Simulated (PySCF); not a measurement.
A GIAO shielding run with PySCF 2.14.0 with density-fitted response routines (density fitting, non-relativistic, gas phase) on `C=C1CO[C@@H](CC#N)C[SiH2]1`, C$_{7}$H$_{11}$NOSi:

```
$ OMP_NUM_THREADS=1 python probes_run.py task.json out

{"job": {"kind": "nmr", "xc": "PBE0", "basis": "pcSseg-1"}, "charge": 0, "multiplicity": 1}
C     -3.271589     0.139866     0.116770
C     -1.957087     0.304678     0.141397
C     -1.135081    -0.157025     1.317587
O      0.000346    -0.913195     0.959382
C      1.027509    -0.186377     0.316678
C      2.292717    -1.057250     0.440325
C      3.449770    -0.362775    -0.051974
N      4.359751     0.209240    -0.441847
C      0.699881     0.123189    -1.143936
Si    -0.935945     1.092971    -1.237404
H     -3.863002     0.476346    -0.718096
H     -3.811794    -0.328054     0.926809
H     -1.718285    -0.813077     1.970137
H     -0.820695     0.726734     1.899861
H      1.197207     0.760965     0.859286
H      2.449097    -1.317781     1.490815
H      2.150363    -1.980864    -0.126544
H      1.531044     0.673369    -1.584541
H      0.612797    -0.820893    -1.684561
H     -0.686510     2.504024    -0.908956
H     -1.579417     0.942852    -2.541660
```

Hardware: 1 thread of an Arm Neoverse N1, shared host. The job also computes population analyses, field gradients, ring-centre shieldings.

Question: How large is the calculation?

Answer: 82 electrons, 232 basis functions and 1217 auxiliary functions.

Question: How long does it take, and how much memory does it need?

Answer: 2 min of wall time, with 14 SCF cycles and 5 response iterations; peak memory 1.1 GiB. Times on a shared host scatter by some tens of per cent.
